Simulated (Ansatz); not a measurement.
One change: `BC(B)=C` becomes `BC(=C)C`.

Ansatz, PBE0-D4/def2-TZVP geometries, multiplicity 1. 

```
                                                                                  property  `BC(B)=C`
ideal-gas entropy at 298 K and 1 bar (rigid rotor, harmonic PBE0-D4/def2-TZVP) / J/(mol·K)        299
                                                   HOMO–LUMO gap (ωB97M-V/def2-TZVPP) / eV      10.38
                                          size of the dipole moment (B3LYP/def2-TZVPP) / D       1.63
                                                     HOMO energy (ωB97M-V/def2-TZVPP) / eV     -10.91
                                                        HOMO energy (PBE0/def2-TZVPP) / eV      -8.62
                                                       HOMO–LUMO gap (PBE/def2-TZVPP) / eV       3.61
```

Problem. Give the same properties after the change, and the shifts. (An estimate is asked.)

Solution. Ansatz gave: 
```
                                                                                  property  `BC(=C)C`  shift
ideal-gas entropy at 298 K and 1 bar (rigid rotor, harmonic PBE0-D4/def2-TZVP) / J/(mol·K)        300      1
                                                   HOMO–LUMO gap (ωB97M-V/def2-TZVPP) / eV      10.18  -0.20
                                          size of the dipole moment (B3LYP/def2-TZVPP) / D       1.16  -0.47
                                                     HOMO energy (ωB97M-V/def2-TZVPP) / eV     -10.12   0.79
                                                        HOMO energy (PBE0/def2-TZVPP) / eV      -7.93   0.69
                                                       HOMO–LUMO gap (PBE/def2-TZVPP) / eV       3.97   0.36
```

The zero-point energy changes by 45.4 kJ/mol with +3 modes. Dipoles are sizes alone; their direction can turn.

B3LYP here is the variant with VWN-RPA as its local correlation; programs differ in this.
